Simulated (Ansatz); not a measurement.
Reaction (isomerisation): `BN[SiH2]F` → `B[SiH](N)F`

Gas-phase electronic energies from Ansatz, PBE0-D4/def2-TZVP geometries. CBS: MP2 limit from def2 TZ/QZ plus the TZ coupled-cluster correction, frozen cores. DFT in def2-TZVPP. B3LYP here is the variant with VWN-RPA as its local correlation; programs differ in this. Each species was taken in one conformer, which may not be the lowest.

```csv
level,ΔE (kcal/mol)
BHLYP-D4,39.3
B3LYP,38.7
MP2/def2-TZVPP,40.6
CCSD/CBS(def2),38.2
```

(1) What does CCSD(T)/CBS give? (Estimate.)

Largest T1 diagnostic among the species: 0.012.

Results:

(1) Ansatz gave: +38.5 kcal/mol. The listed levels differ from it by 0.8, 0.2, 2.1, -0.3 kcal/mol.

At CCSD(T), def2-SVP lies +4.6 kcal/mol from the extrapolated value and def2-TZVPP +0.6 kcal/mol. From BLYP to BHLYP (50 % exact exchange), in def2-TZVPP and without D4, ΔE moves by +1.3 kcal/mol. Leaving LDA and LC-ωPBE aside and taking each functional with its dispersion term where it has one, the values, not all of them listed here, spread over 3.1 kcal/mol, from revPBE-D4 to B2PLYP. LDA lies +2.4 kcal/mol from PBE without D4.
